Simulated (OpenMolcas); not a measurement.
Pm3+: moving or changing the point charges

Pm3+ among 4 point charges of -2 e arranged as a tetrahedron (Td), 2.41 Å from the ion.
```
   1.3914    1.3914    1.3914  -2.00
   1.3914   -1.3914   -1.3914  -2.00
  -1.3914    1.3914   -1.3914  -2.00
  -1.3914   -1.3914    1.3914  -2.00
```

| Property | Result |
| --- | --- |
| Program | OpenMolcas 26.06 |
| Method | CASSCF |
| Basis | ANO-RCC-VDZP [7s6p4d2f1g] |
| Scalar Hamiltonian | DKH2, point nucleus |
| Active space | 4 electrons in 7 orbitals (4f) |
| State averaging | 2S+1 = 5 even, 35 roots (33 in the spin-orbit step); 2S+1 = 3 even, 117 roots kept (CI in the orbitals of an earlier block, 106 in the spin-orbit step); 2S+1 = 1 even, 75 roots kept (CI in the orbitals of an earlier block, 31 in the spin-orbit step) |
| Spin-orbit coupling | RASSI with atomic mean-field integrals over the reference wave functions |

Runs around this geometry, states (labels of Td). Energies in cm-1 above the lowest state or level, χT in cm3 K/mol.

| R (Å) | Ground state | First state of that spin | First gap with spin-orbit (degeneracies) | Width of lowest J | χT at 300 K |
| --- | --- | --- | --- | --- | --- |
| 2.41 | 5E | 5T2 14.2 | 51.9 (1, 3) | 158 | 0.993 |
| 2.52 | 5E | 5T2 11.2 | 41.5 (1, 3) | 125 | 0.997 |
| 2.81 | 5E | 5T2 6.4 | 23.9 (1, 3) | 72 | 1.001 |

Taking the width of the lowest J multiplet as R^-n, n = -ln(72 / 158) / ln(2.81 / 2.41) = 5.1 between the shortest and longest distance.

High states are left out of the spin-orbit mixing, which shifts the levels that they would mix with. This is an electrostatic model: the charges have no orbitals. A group larger than the point group allows holds several states that coincide in this model. No measured value stands beside these numbers.
